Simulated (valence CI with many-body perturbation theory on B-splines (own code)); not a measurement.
## Sc¹⁶⁺: magnetic and hyperfine properties of the levels

Calculated by relativistic CI+MBPT: three valence electrons over a frozen Dirac-Fock core [He], a basis of 11 s, 11 p, 9 d, 7 f, 5 g, 2 h, 1 i functions for each j, with the one-electron correlation potential Σ1, the two-electron term Σ2, the three-electron term Σ3, Breit, model QED; selected CI, second order for the rest (own B-spline code, finite nucleus).

No measured spectrum was set against this ion. As an estimate, levels of excited configurations hold to 0.05 to 0.15 % of their energy, terms of the ground configuration to about 0.5 %.

A/g_I is the dipole constant over the nuclear g factor μ/I (μ in nuclear magnetons, uniformly magnetised nucleus), B/Q the quadrupole constant per barn. Both hold the static response of the core; the bare values leave it out. Large factors of s and p1/2 electrons are usually good to 5 to 10 %; those of open d and f shells near neutrality can be off by tens of per cent, and small factors of p3/2, d and f electrons come from cancelling terms and can be off by a factor of two or in sign, in half-filled shells by more. B is blank for J = 1/2, where it vanishes, and for nearly pure S terms. Energies count from the lowest level.

Names give the largest LS component (configuration and term), which can be under half, so a name can repeat, a term be missing and a line seem to break the LS rules; names also repeat where a configuration has a term twice. Letters in brackets count levels of one name in rising energy.

```
             Level  E (× 10³ cm⁻¹)      g  A/g_I (MHz)  A/g_I bare  B/Q (MHz/b)  B/Q bare
     2s²2p ²P°_1/2            0.00  0.663        76100       74700                       
     2s²2p ²P°_3/2           45.65  1.332        14500       15500        26300     26400
      2s2p² ⁴P_1/2          288.17  2.659       132000      131000                       
      2s2p² ⁴P_3/2          306.72  1.731        59800       59800        21400     21500
      2s2p² ⁴P_5/2          329.27  1.593        62900       62800       -26100    -26300
      2s2p² ²D_3/2          516.76  0.806       -13700      -12100        36700     36900
      2s2p² ²D_5/2          520.73  1.203        70200       68600        52600     52900
      2s2p² ²S_1/2          632.72  1.472       144000      140000                       
      2s2p² ²P_1/2          682.57  1.200       133000      128000                       
      2s2p² ²P_3/2          695.27  1.325       -12600       -9800       -26500    -26600
       2p³ ⁴S°_3/2          897.00  1.986        -4790         330                       
       2p³ ²D°_3/2          1008.2  0.837        16600       15900        16600     16700
       2p³ ²D°_5/2          1015.4  1.198        25300       26300         -302      -304
       2p³ ²P°_1/2          1129.4  0.663        76500       74300                       
       2p³ ²P°_3/2          1142.9  1.306        13000       14600       -16300    -16400
      2s²3s ²S_1/2          4941.5  2.001        69500       67700                       
     2s²3p ²P°_1/2          5078.9  0.665        18800       18400                       
     2s²3p ²P°_3/2          5091.6  1.333         7850        8040         8070      8110
      2s²3d ²D_3/2          5218.8  0.799         2570        2560         1370      1400
    2s2p3s ⁴P°_1/2          5220.3  2.647       152000      149000                       
      2s²3d ²D_5/2          5222.5  1.200          947         952         1910      1960
    2s2p3s ⁴P°_3/2          5233.7  1.721       100000       98000       -20900    -21000
    2s2p3s ⁴P°_5/2          5263.4  1.599        72500       71300        27400     27600
2s2p3s ²P°_1/2 [a]          5291.4  0.679        35600       35500                       
2s2p3s ²P°_3/2 [a]          5323.3  1.340        70500       69600        25800     25900
     2s2p3p ⁴D_1/2          5342.3  0.183       -20100      -19300                       
     2s2p3p ⁴D_3/2          5354.0  1.233        66700       65600        -9590     -9640
 2s2p3p ²P_1/2 [a]          5371.6  0.533       -64600      -63200                       
 2s2p3p ²P_3/2 [a]          5373.2  1.411        41400       40800        -6980     -7020
     2s2p3p ⁴D_5/2          5374.7  1.375        48000       47400         5310      5340
     2s2p3p ⁴D_7/2          5401.3  1.428        43800       43400        35100     35300
     2s2p3p ⁴S_3/2          5403.4  1.764        73600       72600        -5250     -5280
     2s2p3p ⁴P_1/2          5406.7  2.629       151000      149000                       
     2s2p3p ⁴P_3/2          5426.0  1.537        64400       63600        19800     19900
 2s2p3p ²D_3/2 [a]          5432.2  1.112        28200       27800        22500     22700
     2s2p3p ⁴P_5/2          5434.4  1.543        60200       59500        -4000     -4020
 2s2p3p ²D_5/2 [a]          5458.9  1.247        39100       38900        29000     29100
    2s2p3d ⁴F°_3/2          5465.4  0.432       -26100      -25300         7870      7940
    2s2p3d ⁴F°_5/2          5473.6  1.050        19800       19500         2710      2760
    2s2p3d ⁴F°_7/2          5486.5  1.253        31900       31400         3280      3340
```

(1) Take the isotope of mass number 45, with I = 7/2, μ = 4.754 μN and Q = -0.22 b. What is the hyperfine structure of 2s2p² ²D_5/2?

Results:

(1) From the table A = 95300 MHz, B = -11600 MHz. Shifts from the centre of gravity in MHz: F = 1: -1080000, F = 2: -884000, F = 3: -595000, F = 4: -211000, F = 5: 265000, F = 6: 831000.
